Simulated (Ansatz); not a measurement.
A series at Hf: from `[OH][Hf]([OH])([OH])[OH]`, ligands are replaced one by one, each step taking up HCl and setting free H₂O; n counts the steps. Ansatz, PBE0-D4/def2-TZVP geometries. Each molecule was computed in one conformer, which needn't be the lowest.

```
n                    molecule  HOMO energy, ωB97M-V/def2-TZVPP (eV)
0  `[OH][Hf]([OH])([OH])[OH]`                                -10.99
1  `[OH][Hf]([OH])([OH])[Cl]`                                -10.91
2  `[OH][Hf]([OH])([Cl])[Cl]`                                     ?
3  `[OH][Hf]([Cl])([Cl])[Cl]`                                -11.51
4  `[Cl][Hf]([Cl])([Cl])[Cl]`                                -11.92
```

**Question.** By hand: fit a straight line y = ȳ + b (n − n̄) to the 4 given rows and predict n = 2.

**Answer.** n̄ = 2.000, ȳ = -11.332; Σ(n − n̄)(y − ȳ) = -2.460, Σ(n − n̄)² = 10.000, so b = -0.246 eV a step. Prediction: -11.332 + (-0.246) × (0.000) = -11.33 eV.

**Question.** By hand: compare with the computed value, -11.18 eV, and give the steps along the whole series.

**Answer.** The line misses by 0.15 eV (computed minus predicted). Steps: 0.08, -0.27, -0.33, -0.41 eV.

The steps change sign along the series, so a line is a poor guide. The highest orbital can change its character along such a series. The miss is 14.9 % of the series' range.
